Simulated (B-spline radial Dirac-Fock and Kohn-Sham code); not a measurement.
Z = 83 (bismuth), transition energy 594 keV. Model: a Dirac-Hartree-Slater potential of the neutral atom with a Latter tail (no hole, which puts coefficients of high multipoles low close above an edge), finite nucleus with surface currents. Program: a radial finite-basis atomic code. Subshells that would emit electrons below 1 keV are left out.

**Question.** A pure transition shows α(K) = 0.343, L1/L2 = 5.09 and L1/L3 = 8.74. What is its multipolarity?
A. E1
B. E4
C. E2
D. E3
E. M4
F. M3
G. M2
H. M1

**Answer.** F. For comparison, α(K), L1/L2, L1/L3 are E1 0.00580, 8.07, 11.9; E2 0.0151, 1.52, 4.62; E3 0.0365, 0.669, 3.05; E4 0.0839, 0.433, 2.34; M1 0.0612, 9.97, 151; M2 0.160, 7.12, 34.4; M4 0.717, 3.89, 3.72.

Values without a named source are computed, but for edge energies of neutral atoms, which are taken from tables.
